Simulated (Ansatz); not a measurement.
Frontier orbitals of CH₄BrGaSi, SMILES `Br[SiH]1[CH2][GaH]1`.

```tsv
atom	x (Å)	y (Å)	z (Å)
Br1	0.951	2.210	-1.444
Si2	-0.025	0.232	-1.084
C3	0.578	-0.554	0.516
Ga4	-1.266	0.173	0.867
H5	0.019	-0.532	-2.359
H6	1.503	-0.265	1.011
H7	0.507	-1.649	0.461
H8	-2.267	0.386	2.033
```

Charge 0, multiplicity 1. Correlated methods include outer-core shells of Br, Ga, which these sets cover unevenly. Scalar relativity is left out up to krypton. The geometry is a stationary point of PBE0-D4/def2-TZVP. Basis def2-TZVPP, the Gaussian-basis code of Ansatz.

Orbital energies of one run (eV). Highest occupied ones, from the top: -5.38, -6.68, -7.63, -8.00, -9.11, -9.69, -10.71, -11.23, -13.00, -18.03, -20.21, -21.06, -21.09, -21.20. Empty: -2.93, -1.53, -0.33, -0.09, 0.97, 1.14.

Which functional gave them?
A. ωB97M-V
B. LC-ωPBE
C. B97M-V
D. CAM-B3LYP

C. HOMO energies: B97M-V -5.38, ωB97M-V -8.09, LC-ωPBE -8.54, CAM-B3LYP -7.33 eV.

LC-ωPBE has ω = 0.4 bohr⁻¹.
